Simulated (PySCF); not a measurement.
BeBrH₂N, SMILES [NH2][Be][Br].

Geometry optimised at PBE0-D3(BJ)/def2-TZVP. Other conformers were not sampled.

Level of theory: M06-2X/def2-TZVPD (PySCF).

The molecule is in vacuum.

Computed frontier levels, gap, dipole moment and polarisability:
The highest occupied level comes out as -9.01 eV and the lowest empty level comes out as -0.28 eV. The orbital gap is 8.73 eV, the dipole moment comes out as 2.15 D and the quadrupole, principal values (traceless, Buckingham form, about the centre of nuclear charge) comes out as -4.96, 1.09, 3.87 D·Å. The mean static polarisability comes out as 45.2 bohr³ (6.70 Å³) and the polarisability, principal values comes out as 38.7, 39.9, 57.0 bohr³.
